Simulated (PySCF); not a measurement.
Write Cartesian coordinates for InChI=1S/C3H10BNSi/c4-3-1-2-5-6-3/h3,5H,1-2,4,6H2/t3-/m1/s1 as optimised with PBE0-D3(BJ)/def2-SVP.

```
atom  x, y, z in Å
B1     2.099    0.235    0.589
C2     0.931    0.025   -0.367
C3     0.052   -1.232   -0.317
C4    -1.415   -0.865   -0.540
N5    -1.647    0.344    0.229
Si6   -0.260    1.370    0.361
H7     2.187   -0.417    1.607
H8     2.894    1.131    0.400
H9     1.092    0.405   -1.390
H10    0.157   -1.700    0.675
H11    0.390   -1.970   -1.062
H12   -1.613   -0.728   -1.624
H13   -2.074   -1.682   -0.198
H14   -2.607    0.638    0.352
H15    0.008    1.822    1.762
H16   -0.234    2.598   -0.497
```

Any rigid rotation of these coordinates is as good. Atoms count from 1 in this order. Si6 (SiH2 silicon) has angles from 93.0° to 117.1°. The 5-membered ring C2–C3–C4–N5–Si6 has internal angles of 93.0° to 114.0°; it is puckered, 0.16 Å rms from its mean plane, widest ring torsion 42°. N5 (silicon-bound nitrogen) is almost planar (angles 125.4°, 117.2° and 114.0°, sum 356.6°, 0.14 Å off the plane of its three neighbours). B1 (three-coordinate boron) is planar (angles 120.5°, 120.5° and 118.7°, sum 359.7°, 0.04 Å off the plane of its three neighbours).

Bonds between heavy atoms (Å): B1–C2 1.524, C2–C3 1.534, C3–C4 1.529, C4–N5 1.452, N5–Si6 1.730, C2–Si6 1.938.

Level of theory: PySCF 2.14.0, PBE0-D3(BJ)/def2-SVP geometry optimisation, gas phase.

Point group: C1 (no symmetry element, even within 0.4 Å). Not checked by PBE0-D3(BJ)/def2-SVP frequencies. One conformer, not necessarily the lowest (H–B1–C2–C3 -17° and 169°, B1–C2–C3–C4 140°, C2–C3–C4–N5 -42°, C3–C4–N5–Si6 31°, C4–N5–Si6–C2 -11°).
